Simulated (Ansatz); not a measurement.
Species: C4H9O, net charge 0, doublet state. It need not be the lowest isomer of its formula. 
Structure (B3LYP-D3(BJ)/def2-TZVP (Ansatz, a program for electronic structure) minimum search):
```xyz
14

C     -0.1546     1.5694     0.1268
C     -0.4601     0.1184     0.2512
C     -1.7758    -0.2556    -0.4345
O      0.5459    -0.6937    -0.3490
C      1.7803    -0.6723     0.3372
H     -0.5508     2.2840     0.8348
H      0.3338     1.9350    -0.7669
H     -0.5388    -0.1446     1.3182
H     -1.7160    -0.0316    -1.5001
H     -1.9667    -1.3226    -0.3101
H     -2.6052     0.3067    -0.0047
H      2.2208     0.3308     0.3574
H      2.4519    -1.3463    -0.1923
H      1.6653    -1.0215     1.3718
```
Charge 0, spin multiplicity 2.

Total electronic energies in hartree. Valence correlation only, unless marked. Open shells are spin-unrestricted. No spin-orbit coupling. Non-relativistic. Basis-set limits of correlation are two-point, X^-3; Hartree-Fock from the larger set. [CCSD(T)-MP2]/basis is that difference in the basis named.

```csv
level,program,energy (Eh)
HF/STO-3G,Ansatz,-228.65232
HF/6-31G,Ansatz,-231.41039
RI-HF/cc-pVTZ,Ansatz,-231.59613
PBE/def2-TZVPD,Ansatz,-232.77025
PBE-D3(BJ)/def2-TZVPD,Ansatz + dftd3,-232.77970
BLYP/def2-TZVPD,Ansatz,-232.97047
B3LYP-D3(BJ)/def2-TZVPD,Ansatz + dftd3,-233.10245
PBE0/6-31G*,Ansatz,-232.70725
PBE0-D3(BJ)/def2-TZVP,Ansatz + dftd3,-232.80628
PBE0-D4/def2-TZVP,Ansatz + dftd4,-232.80574
r2SCANh/def2-TZVPD,Ansatz,-232.93192
r2SCAN0-D4/def2-TZVPD,Ansatz + dftd4,-232.92107
LC-wPBE-D3(BJ)/def2-TZVPD,Ansatz + dftd3,-232.94628
LC-wPBE/def2-TZVPD,Ansatz,-232.93790
B2PLYP-D4/def2-TZVPD,Ansatz + dftd4,-232.87368
SCS-MP2/6-31G,Ansatz,-231.87790
CCSD/STO-3G,Ansatz,-228.95124
CCSD(T)/6-31G,Ansatz,-231.94006
CCSD(T)/cc-pVQZ,Ansatz,-232.66288
"RI-MP2/CBS(cc-pVTZ,cc-pVQZ)+[CCSD(T)-MP2]/cc-pVDZ",Ansatz,-232.7124
"RI-MP2/CBS(cc-pVTZ,cc-pVQZ)+[CCSD(T)-MP2]/cc-pVTZ",Ansatz,-232.7135
"RI-MP2/CBS(cc-pVTZ,cc-pVQZ)+[CCSD(T)-MP2]/cc-pVQZ",Ansatz,-232.7071
"CCSD(T)/CBS(cc-pVTZ,cc-pVQZ)",Ansatz,-232.7028
```

Totals of different functionals don't rank their quality; only differences between species are comparable.
